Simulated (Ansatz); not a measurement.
Basis-set series for `C[BH][AlH][OH]`. Total charge 0; spin multiplicity 1. The geometry is a stationary point of PBE0-D4/def2-TZVP. It is one conformer, not always the lowest.

```tsv
functional	basis	functions	energy (Eh)	HOMO (eV)	LUMO (eV)
PBE0-D4	def2-SVP	90	-383.76709	-6.97	-1.63
PBE0-D4	def2-QZVPP	421	-384.03720	-7.05	-1.77
ωB97M-V	def2-SVP	90	-383.95629	-9.06	0.41
ωB97M-V	def2-QZVPP	421	-384.23325	-9.18	0.08
```

(1) Give the rows for def2-TZVPP. (Best estimate.)

Results:

(1) Ansatz gave: 
| functional | basis | functions | energy (Eh) | HOMO (eV) | LUMO (eV) |
| --- | --- | --- | --- | --- | --- |
| PBE0-D4 | def2-TZVPP | 219 | -384.02078 | -7.03 | -1.74 |
| ωB97M-V | def2-TZVPP | 219 | -384.21739 | -9.16 | 0.19 |

Positive LUMOs are unbound and depend on the basis.
